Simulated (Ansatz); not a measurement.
trans-NiH2(AsH3)2 (NiAs2H8). The state is a singlet with charge 0. Geometry PBE0-D4/def2-SVP, basis def2-TZVP, Ansatz.

```xyz
11

Ni   -0.021    0.012   -0.023
H     0.165    1.507   -0.156
As   -1.572    0.158    1.525
H    -1.286   -0.499    2.858
H    -2.895   -0.530    1.269
H    -2.149    1.447    2.084
H    -0.198   -1.483    0.122
As    1.558   -0.155   -1.539
H     2.002   -1.443   -2.209
H     2.937    0.314   -1.129
H     1.459    0.674   -2.802
```

```csv
run,HOMO (eV),LUMO (eV)
A,-4.48,-1.64
B,-6.22,-0.77
C,-5.21,-1.22
D,-8.75,1.23
E,-7.70,0.18
```

Question: The runs used CAM-B3LYP, PBE0, r2SCAN, r2SCANh, ωB97X-V. Estimate which is which.

Answer: A r2SCAN (0 % exact exchange); B PBE0 (25 % exact exchange); C r2SCANh (10 % exact exchange); D ωB97X-V (range-separated); E CAM-B3LYP (range-separated). Exact exchange lowers occupied and raises empty levels; among semilocal functionals meta-GGAs tend to open the gap a little, and such runs are hard to tell apart. The gap grows from 2.84 eV (r2SCAN) to 9.99 eV (ωB97X-V).
